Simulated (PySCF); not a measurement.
**EPR parameters of C7H10N**

Compound: C7H10N (doublet state).
Geometry (GFN2-xTB, Å), atoms numbered from 1 in this order:
```
atom  x, y, z in Å
C1     0.4489   -0.6292   -1.6180
C2    -0.0392   -0.4656   -0.4164
C3    -1.2243   -1.3193    0.0502
N4    -2.4177   -0.5009    0.2042
C5     0.5008    0.5139    0.5440
C6    -0.1284    0.8078    1.6877
C7     1.7624    1.1824    0.2256
C8     2.4155    1.0499   -0.9171
H9     0.2116   -1.2773   -2.4346
H10   -1.3555   -2.1438   -0.6701
H11   -0.9810   -1.7551    1.0242
H12   -3.2075   -1.0820    0.4668
H13   -2.6437   -0.0461   -0.6744
H14    0.2844    1.5250    2.3784
H15   -1.0791    0.3805    1.9468
H16    2.1417    1.8291    1.0083
H17    1.9660    0.3821   -1.6679
H18    3.3364    1.5549   -1.1493
```

The hyperfine couplings belong to this conformer and change with its torsions.

As a line formula: `[H]/[C]=C(\CN)C(=C)C=C` [radical].

Theory: PySCF 2.14.0, UKS B3LYP, pcH-1 on C H N, non-relativistic, mean-field spin-orbit, GIAO. Isolated species at its GFN2-xTB geometry (one conformer only). Couplings are sensitive to structure, and on GFN2-xTB geometries they can be far from those on DFT ones. The frame is twisted about the C2–C5 bond at this geometry (dihedral C1–C2–C5–C7 = -10°); couplings at other torsion angles weren't computed. The SCF solution wasn't tested for stability.

| Property | Result |
| --- | --- |
| g1, g2, g3 | 2.00167, 2.00208, 2.00268 |
| g_iso | 2.00214 |
| Form of g | rhombic: the two nearest values differ by 40 % of g3 − g1 |
| ⟨S²⟩ | 0.7630 (exact 0.7500) |
| α and β electrons | 30, 29 |
| HOMO–LUMO gap, α and β orbitals | 4.78, 4.06 eV |
| Basis functions | 300 |

Isotropic coupling and dipolar principal values T1 to T3, in MHz:

| atom | isotope | a_iso | T1 | T2 | T3 | Mulliken spin population |
| --- | --- | --- | --- | --- | --- | --- |
| C1 | 13C | 363.6 | -80.0 | -55.5 | 135.5 | 0.99 |
| C2 | 13C | -10.7 | -19.3 | 2.7 | 16.6 | -0.16 |
| C3 | 13C | 82.2 | -7.6 | -6.7 | 14.3 | 0.07 |
| N4 | 14N | -1.4 | -0.3 | -0.1 | 0.3 | 0.00 |
| C5 | 13C | 20.1 | -4.6 | -0.2 | 4.9 | 0.06 |
| C6 | 13C | -4.2 | -8.2 | 3.5 | 4.7 | -0.05 |
| C7 | 13C | -6.3 | -4.1 | 1.0 | 3.1 | -0.03 |
| C8 | 13C | 95.0 | -13.7 | -8.1 | 21.8 | 0.12 |
| H9 | 1H | 51.3 | -30.5 | -8.3 | 38.8 | 0.01 |
| H10 | 1H | -2.8 | -6.3 | -1.4 | 7.6 | 0.00 |
| H11 | 1H | 5.7 | -4.0 | -1.3 | 5.3 | 0.00 |
| H12 | 1H | 5.8 | -1.2 | -0.8 | 1.9 | 0.00 |
| H13 | 1H | 1.9 | -1.9 | -1.5 | 3.4 | 0.00 |
| H14 | 1H | 5.6 | -1.5 | -1.0 | 2.4 | 0.00 |
| H15 | 1H | 4.3 | -2.3 | -1.3 | 3.6 | 0.00 |
| H16 | 1H | 20.6 | -1.8 | -0.8 | 2.6 | 0.01 |
| H17 | 1H | -15.2 | -31.2 | -24.1 | 55.3 | -0.03 |
| H18 | 1H | 27.1 | -5.8 | -3.0 | 8.8 | 0.01 |

The Mulliken spin populations are largest on C1 (+0.99), C2 (-0.16), C8 (+0.12) and C3 (+0.07). C1 is the only atom above +0.15.

Axes: g2 points within 3° of the C2–C3 bond.

Under fast tumbling the dipolar parts average out, and these isotropic splittings remain (the largest six): 1 × 1H (H9, I = 1/2, 2 lines) with 1.83 mT, 1 × 1H (H18, I = 1/2, 2 lines) with 0.97 mT, 1 × 1H (H16, I = 1/2, 2 lines) with 0.74 mT, 1 × 1H (H17, I = 1/2, 2 lines) with 0.54 mT, 1 × 1H (H14, I = 1/2, 2 lines) with 0.20 mT and 1 × 1H (H15, I = 1/2, 2 lines) with 0.15 mT.

Class means assume fast exchange of nuclei equivalent by connectivity; if that motion is slow, each nucleus keeps its own coupling. The 1H value of +1.5 MHz is a mean of couplings from -2.8 to 5.7 MHz in this one geometry, not an average over conformers.

The 13C coupling of C1 (363.6 MHz) shows only in satellite lines or after enrichment, since that isotope makes up about 1.07 % of natural carbon.

The spin density at the nucleus, in bohr⁻³, is negative for C2 (-0.0095), C7 (-0.0056) and N4 (-0.0042), for instance. A restricted open-shell determinant has no negative spin density anywhere; here it arises because α and β orbitals differ (spin polarisation).

On AMD EPYC, one thread, no GPU, shared host with 64 logical CPUs at a one-minute load of 60, this took 3.3 min wall (with the writing of density and orbital grids) and 0.98 GiB of memory at its peak.
